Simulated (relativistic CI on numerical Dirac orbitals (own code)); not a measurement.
**How well does a small relativistic CI reproduce Tm IV?**

Calculated at this level of theory: Dirac-Coulomb-Breit CI, separate exchange-only KLI orbitals for each configuration, model QED (radiative potential, 1s self-energy scaled to tabulated hydrogen-like ionisation energies), valence Slater integrals scaled by 0.85, P86 correlation energy added to each configuration (own radial code, finite nucleus).

Configuration list (outside the closed core [Kr] 4d10 5s2): 4f¹²5p⁶, 4f¹¹5p⁶5d, 4f¹¹5p⁶6s, 4f¹²5p⁵5d, 4f¹¹5p⁶6p, 4f¹³5p⁵, 4f¹¹5p⁶6d, 4f¹¹5p⁶5f, 4f¹¹5p⁶7s, 4f¹²5p⁵5g, 4f¹²5p⁵6s, 4f¹¹5p⁶5g, 4f¹¹5p⁶7d, 4f¹¹5p⁶8s, 4f¹¹5p⁶8d, 4f¹¹5p⁶6g, 4f¹²5p⁵7s. Double excitations out of closed p, d and f shells are left out; levels of such configurations are missing from the list, as are those of other unlisted configurations, and high levels can miss mixing partners.

```csv
Configuration,Term (tabulated),J,Measured (cm⁻¹),Computed,Error,Purity (%)
4f¹²5p⁶,3H,6,0.0,0,0,99
4f¹²5p⁶,3F,4,5634.0,5729,95,55
4f¹²5p⁶,3H,5,8216.7,7952,-264,99
4f¹²5p⁶,3H,4,12547.2,12310,-237,56
4f¹²5p⁶,3F,3,14410.4,14754,343,99
4f¹²5p⁶,3F,2,15089.6,15691,602,80
4f¹²5p⁶,1I,6,35329.3,35435,106,99
4f¹²5p⁶,3P,2,38532.5,40365,1832,66
```

Measured levels from measured levels as listed in Tchang-Brillet, Wyart, Meftah and Ait Mammar, Atoms 6, 52 (2018); pairs were made by configuration, J and term (by order where the table uses no LS term), so strongly mixed levels may be paired wrongly. Some J values or terms of the table were assigned by a fit.

Mean error by configuration (cm⁻¹): 4f¹²5p⁶ 354. Over the excited levels the mean absolute error is 497 cm⁻¹ (7 of the 9 excited levels that our extract of the source holds in range could be paired, and the others can miss by more), and the median relative error of those above 1,000 cm⁻¹ is 2.4 %. Some levels of the ground configuration have no partner.
